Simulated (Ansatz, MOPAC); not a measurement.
Molecule: SiN3H7Cl, net charge 1, singlet state. SMILES: N[Si](N)([NH3+])Cl

Atoms: N1, Si2, N3, N4, Cl5, H6, H7, H8, H9, H10, H11, H12. Bonds: N1-Si2, N1-H6, N1-H7, Si2-N3, Si2-N4, Si2-Cl5, N3-H8, N3-H9, N4-H10, N4-H11, N4-H12.

Bond lengths (Å) and angles (degrees) optimised at AM1 with MOPAC; MNDO with MOPAC; B3LYP/6-31G* with Ansatz (an electronic-structure program), each started from the B3LYP-D3(BJ)/def2-TZVP structure (Ansatz) of the last column. A row stands for all coordinates that are equal there; 13 of 26 kinds are shown. 6-31G* holds six Cartesian d functions. No wavenumbers were computed at AM1, MNDO, so these may be saddle points.

```json
[
 {"coordinate": "N1-Si2", "AM1": "1.659", "MNDO": "1.671", "B3LYP/6-31G*": "1.678", "B3LYP-D3(BJ)/def2-TZVP": "1.668"},
 {"coordinate": "N1-H6", "AM1": "0.991", "MNDO": "0.992", "B3LYP/6-31G*": "1.014", "B3LYP-D3(BJ)/def2-TZVP": "1.009"},
 {"coordinate": "N1-H7", "AM1": "0.991", "MNDO": "0.993", "B3LYP/6-31G*": "1.014", "B3LYP-D3(BJ)/def2-TZVP": "1.008"},
 {"coordinate": "Si2-N3", "AM1": "1.659", "MNDO": "1.671", "B3LYP/6-31G*": "1.689", "B3LYP-D3(BJ)/def2-TZVP": "1.676"},
 {"coordinate": "Si2-N4", "AM1": "1.972", "MNDO": "1.918", "B3LYP/6-31G*": "1.936", "B3LYP-D3(BJ)/def2-TZVP": "1.911"},
 {"coordinate": "Si2-Cl5", "AM1": "2.026", "MNDO": "2.079", "B3LYP/6-31G*": "2.040", "B3LYP-D3(BJ)/def2-TZVP": "2.025"},
 {"coordinate": "N3-H8", "AM1": "0.991", "MNDO": "0.992", "B3LYP/6-31G*": "1.016", "B3LYP-D3(BJ)/def2-TZVP": "1.011"},
 {"coordinate": "N3-H9", "AM1": "0.991", "MNDO": "0.993", "B3LYP/6-31G*": "1.015", "B3LYP-D3(BJ)/def2-TZVP": "1.010"},
 {"coordinate": "N1-Si2-N3", "AM1": "118.5", "MNDO": "116.4", "B3LYP/6-31G*": "114.2", "B3LYP-D3(BJ)/def2-TZVP": "114.0"},
 {"coordinate": "N1-Si2-N4", "AM1": "103.2", "MNDO": "103.3", "B3LYP/6-31G*": "107.7", "B3LYP-D3(BJ)/def2-TZVP": "107.4"},
 {"coordinate": "N1-Si2-Cl5", "AM1": "115.3", "MNDO": "115.5", "B3LYP/6-31G*": "111.3", "B3LYP-D3(BJ)/def2-TZVP": "111.8"},
 {"coordinate": "N3-Si2-N4", "AM1": "103.2", "MNDO": "103.3", "B3LYP/6-31G*": "99.9", "B3LYP-D3(BJ)/def2-TZVP": "101.0"},
 {"coordinate": "N3-Si2-Cl5", "AM1": "115.3", "MNDO": "115.5", "B3LYP/6-31G*": "121.9", "B3LYP-D3(BJ)/def2-TZVP": "121.0"}
]
```

Mean signed difference of all 11 bond lengths from B3LYP-D3(BJ)/def2-TZVP: AM1 -0.005 Å, MNDO -0.002 Å, B3LYP/6-31G* 0.009 Å.
